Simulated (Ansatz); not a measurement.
```yaml
crystal:
  periodic: [false, false, false]
  atoms:
    - {symbol: In, position_ang: [-0.987263, 1.616834, -1.024402]}
    - {symbol: B, position_ang: [-0.053286, -0.049431, 0.096705]}
    - {symbol: C, position_ang: [1.114772, -1.092277, 0.349677]}
    - {symbol: N, position_ang: [-0.108296, -0.933172, 1.111969]}
    - {symbol: H, position_ang: [-2.016527, 1.340252, -2.386480]}
    - {symbol: H, position_ang: [-0.679783, 3.272499, -0.630355]}
    - {symbol: H, position_ang: [1.205515, -1.989646, -0.261014]}
    - {symbol: H, position_ang: [2.042785, -0.787603, 0.831758]}
    - {symbol: H, position_ang: [-0.517897, -1.377456, 1.912142]}
basis:
  gaussian: {orbitals: def2-TZVPP, final_grid: {core_spheres: 8, valence_spheres: 7, degree: 23}}
hamiltonian: {xc: {name: HF}}
correlation: {method: mp2, frozen_orbitals: {In: 0}}
output: {forces: true}
```

```sh
$ ansatz run in.yaml --threads 2 --pin off --events-out ev --progress --plain --max-ram 4352MiB
```

Shortened log:

```
Functional definition: HF
Error: "frozen_orbitals" has no count for B
```

**Question.** What is wrong with this run?

**Answer.** Frozen orbitals are typed for one element alone, and the program wants a count for each. The program refused the input.
